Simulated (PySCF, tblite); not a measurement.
Compound: C6H2F4.
SMILES: `C#CC#C[C@@H](F)C(F)(F)F`

Computed, not measured: PBE0/pcSseg-1 in PySCF (dipole) on a GFN2-xTB geometry, gas phase.

Masses are those of the commonest isotopes; rigid-rotor values at the optimised geometry. 

(1) Give the principal moments of inertia and the rotational constants in GHz.

(2) What kind of rotor is it?

(3) Is it planar, by Δ = Ic − Ia − Ib?

(4) Give the other two planar moments, Paa and Pbb, and the rms extents of the mass along the axes.

(5) Where do the levels up to J = 2 lie, in K?

(6) Which lines would a microwave search look for?

(7) Estimate the classical rotational partition function at 10 K, 25 K and 50 K.

## Answers

(1) Ia = 185.72, Ib = 748.60, Ic = 834.89 u·Å²; 505379 MHz·u·Å²/I gives 2721, 675.1 and 605.3 MHz, that is A = 2.7212, B = 0.6751, C = 0.6053 GHz.

(2) A near-prolate asymmetric top. Ray's parameter κ = (2B − A − C)/(A − C) = -0.934; −1 is the prolate and +1 the oblate limit.

(3) Not planar: Δ = Ic − Ia − Ib = -99.43 u·Å². For a rigid frame Δ = −2 Σ m c², so Σ m c² = 49.72 u·Å² lies off the ab plane: 2.65 from hydrogen and 47.07 from heavier atoms. The atom farthest from that plane is 1.59 Å away.

(4) Paa = Σ m a² = (Ib + Ic − Ia)/2 = 698.89 and Pbb = Σ m b² = (Ia + Ic − Ib)/2 = 136.00 u·Å². With the mass M = 150.01 u, the rms extents √(P/M) along a, b and c are 2.16, 0.95, 0.58 Å.

(5) Above 0(0,0), as E/k:
J = 1: 1(0,1) 0.061, 1(1,1) 0.160, 1(1,0) 0.163
J = 2: 2(0,2) 0.184, 2(1,2) 0.279, 2(1,1) 0.289, 2(2,1) 0.584, 2(2,0) 0.584
The levels of one J sum to (2J + 1)J(J + 1)(A + B + C)/3.

(6) The dipole components are |μa| = 2.15 D, |μb| = 0.14 D, |μc| = 1.26 D. The squared components, which scale the intensities, stand as 1.00 : 0.00 : 0.34 (a : b : c). Some lines, for components of 0.1 D or more:

| type | branch | J(Ka,Kc) | MHz | lower level (cm⁻¹) |
| --- | --- | --- | --- | --- |
| b | R | 2(0,2) ← 1(1,1) | 513 | 0.111 |
| b | R | 3(0,3) ← 2(1,2) | 1856 | 0.194 |
| c | Q | 2(1,2) ← 2(0,2) | 1978 | 0.128 |
| b | Q | 1(1,0) ← 1(0,1) | 2116 | 0.043 |
| a | R | 3(2,2) ← 2(2,1) | 3841 | 0.406 |
| b | R | 3(1,3) ← 2(0,2) | 5714 | 0.128 |
| c | Q | 2(2,1) ← 2(1,1) | 6138 | 0.201 |
| b | R | 2(2,1) ← 1(1,0) | 8769 | 0.113 |
| b | R | 3(2,1) ← 2(1,2) | 10198 | 0.194 |
| b | Q | 3(3,0) ← 3(2,1) | 10397 | 0.534 |
| b | Q | 3(3,1) ← 3(2,2) | 10406 | 0.534 |

(7) Point group C1, symmetry number σ = 1; q = (√π/σ)·√((kT/h)³/(ABC)), k/h = 20836.6 MHz/K: 5060 at 10 K, 20000 at 25 K, 56500 at 50 K.

Its GFN2-xTB frequencies are all real (lowest 37 cm⁻¹). Zero-point vibration and centrifugal distortion are left out.

On one thread, Arm Neoverse V2, on a shared host, this took 18 s wall. This is the PBE0/pcSseg-1 job that gave the dipole, with the shieldings it also computed.

Conformer computed: `[CH:1]#[C:2][C:3]#[C:4][C@@H:5]([F:6])[C:7]([F:8])([F:9])[F:10]`: C4–C5–C7–F8 61°.
